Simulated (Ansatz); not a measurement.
Basis-set extrapolation for CH₈FNSi₂, SMILES `C[SiH](F)[SiH2]N` (PBE0-D4/def2-TZVP geometry, frozen core, Ansatz 0.2.0). Multiplicity 1, RHF reference.

|  | def2-TZVPP | def2-QZVPP |
| --- | --- | --- |
| HF | -774.490567 | -774.518612 |
| MP2 correlation | -0.889049 | -0.959531 |
| CCSD(T) correlation | -0.974380 | not run |

Energies in hartree. Use E(X) = E(∞) + A·exp(−7.88·√X) for Hartree–Fock and E(X) = E(∞) + B·X^(−2.97) for correlation, with X = 3 and 4, and add CCSD(T) minus MP2 of the smaller set to the MP2 limit.

**Question.** What is the CCSD(T) energy at the basis-set limit?

**Answer.** HF limit: -774.518612 + (-0.028045) × 0.13774 = -774.52247. MP2 limit: -0.959531 + (-0.070482) × 0.74074 = -1.01174. Higher-order term: -0.974380 − (-0.889049) = -0.08533. Total: -775.61954 hartree, 4.21 eV below CCSD(T)/def2-TZVPP.
